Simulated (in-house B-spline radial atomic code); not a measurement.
A calculation on Ce III (Ce2+) (an excited or competing configuration): its settings, and results tabulated from the run. All numbers are computed (scalar-relativistic (X2C) LDA exchange-only, spin-polarised, spherical fractional occupations; Fermi nucleus of rms radius 4.8771 fm) with an all-electron radial atomic-structure program (B-spline basis), not measured.

Command:
```bash
python run_scf.py task.json out
```
Settings (nuclear radius in fm, mass in u):
```
Z                58
configuration    [Kr] 4d10 4f2 5s2 5p5 6p1
hamiltonian      x2c
method           lda,
spin_polarised   True
nucleus          fermi
rms_radius       4.8771
atomic_mass      139.90545
speed_of_light   137.035999084
```

Output (hartree, bohr):
```
 radial grid: 81 intervals, B-splines of order 8, outer radius 60 bohr

 iter        energy (Eh)    residual
    1       -8834.361976    4.81e-01
    2       -8837.783171    5.55e-01
    3       -8845.144396    8.46e-02
    4       -8845.341687    1.93e-02
    5       -8845.355868    7.24e-03
    6       -8845.357737    1.28e-03
    7       -8845.357753    4.41e-04
    8       -8845.357763    5.67e-05
    9       -8845.357764    4.96e-06
   10       -8845.357764    1.33e-07

 total energy                     -8845.35776
 kinetic                            9493.4316
 electron-nucleus                 -21541.9981
 Hartree                            3401.9979
 exchange-correlation               -198.7891

 orbital      occ     eigenvalue          <r>       <r^2>       <1/r>       r_max
 1s up      1.000     -1475.2276     0.023937 0.000788292     67.0794     0.01497
 1s down    1.000     -1475.2248     0.023937 0.000788291     67.0795     0.01497
 2s up      1.000      -236.5597      0.10471   0.0129984     15.3692     0.08905
 2s down    1.000      -236.5578      0.10471   0.0129982     15.3693     0.08905
 2p up      3.000      -212.2938    0.0920305   0.0103537     13.9202      0.0713
 2p down    3.000      -212.2913    0.0920302   0.0103536     13.9202      0.0713
 3s up      1.000       -51.1949      0.27877   0.0889318     5.47201      0.2551
 3s down    1.000       -51.1737     0.278702   0.0888868     5.47358      0.2551
 3p up      3.000       -43.4463     0.276602    0.088787     5.05189      0.2494
 3p down    3.000       -43.4251     0.276519   0.0887317     5.05345      0.2494
 3d up      5.000       -32.2745     0.253774   0.0759443     4.76009       0.205
 3d down    5.000       -32.2573     0.253669   0.0758749     4.76164       0.205
 4s up      1.000       -10.6626     0.639463    0.461871     2.25064      0.5942
 4s down    1.000       -10.6031     0.639109    0.461315     2.25176       0.594
 4p up      3.000        -8.1320     0.677485    0.522423     2.04378      0.6202
 4p down    3.000        -8.0710     0.676925     0.52149     2.04528      0.6199
 4d up      5.000        -4.4622     0.750939    0.655021     1.76724      0.6549
 4d down    5.000        -4.3980     0.749679    0.652717      1.7699      0.6544
 4f up      2.000        -0.6646      1.15408     1.75914     1.16304      0.7275
 5s up      1.000        -2.0175      1.52279     2.60218     0.87757        1.38
 5s down    1.000        -1.9385      1.52791     2.62072    0.874409       1.381
 5p up      3.000        -1.3843       1.7521     3.46717    0.747974       1.552
 5p down    2.000        -1.3102      1.76073     3.49983    0.743217       1.558
 6p up      1.000        -0.4219      4.31375     20.6928    0.294456       3.998
```

Time taken, with all properties: 0.19 s on 1 thread of Arm Neoverse V2 (shared host).

One-electron X2C: radii and densities carry no picture-change correction, so inner-shell <1/r> comes out high (for 1s by about 2 % at Z = 33, 5 % at 54, 10 % at 75, 30 % at 118) and <r> low.
